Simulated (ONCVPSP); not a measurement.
## What the settings do to the ONCV potential of germanium

Base potential:

```json
{
 "Element": "germanium",
 "Generator": "ONCVPSP 4.0.1",
 "Type": "optimised norm-conserving Vanderbilt (ONCV)",
 "Functional": "PBEsol",
 "Relativity": "scalar-relativistic",
 "Frozen core": "[Ar] 3d10",
 "Valence charge": "4",
 "Reference configuration": "4s1 4p3",
 "Partial waves": "4s: rc 1.60 bohr, ncon 4, nbas 7, qcut 3.7 1/bohr, 2 projectors, debl 3.4 Ha; 4p: rc 1.75 bohr, ncon 4, nbas 9, qcut 5.1 1/bohr, 2 projectors, debl 3.3 Ha; d scattering state at 0.46 Ha: rc 1.90 bohr, ncon 4, nbas 7, qcut 5 1/bohr, 2 projectors, debl 3.2 Ha",
 "Local potential": "polynomial inside 1.05 bohr (lpopt 5, dvloc0 0 Ha)",
 "Core correction": "polynomial model core, fcfact 0.5"
}
```

Cutoffs, loose and tight: the cutoffs (Ha) at which the residual kinetic energy of the hardest occupied pseudo-wave falls to 1 and 0.1 mHa per electron. They do not see the model core or the augmentation charge, which bear on the density cutoff. Test errors are all-electron minus pseudo excitation energies from the reference, over the configurations 4s2 4p2; 4s2 4p1; 4s2 4p0; 4s0 4p4. A dash means not determined; rows that change the core or the reference have their own tests.

For the base: The cutoffs count occupied waves only; projector 2 of the d channel, the hardest unoccupied one, needs 69 Ha at the loose tolerance.

```csv
change,outcome,"cutoff, loose","cutoff, tight",bound ghosts,GHOST(+) flags above zero,largest test error (meV)
base,generated,15 Ha,37 Ha,none,"s, p, d",-22
p: rc 2.52,generated,15 Ha,37 Ha,none,"s, p, d",-26
p: debl 2.95,generated,15 Ha,37 Ha,none,"s, d",-22
"core [Ne], valence charge 22; reference 3s2 3p6 3d10 4s2 4p2; waves now 3s+4s: rc 1.10 bohr, ncon 3, nbas 6, qcut 8.3 1/bohr, 2 projectors; 3p+4p: rc 1.20 bohr, ncon 4, nbas 8, qcut 13.4 1/bohr, 2 projectors; 3d: rc 0.65 bohr, ncon 5, nbas 8, qcut 12.9 1/bohr, 2 projectors, debl 3.2 Ha; f scattering state at 0.3 Ha: rc 0.95 bohr, ncon 4, nbas 8, qcut 11.1 1/bohr, 1 projector; local potential polynomial inside 0.55 bohr (lpopt 5, dvloc0 6 Ha)",generated,542 Ha,594 Ha,none,"s, d",+13
```
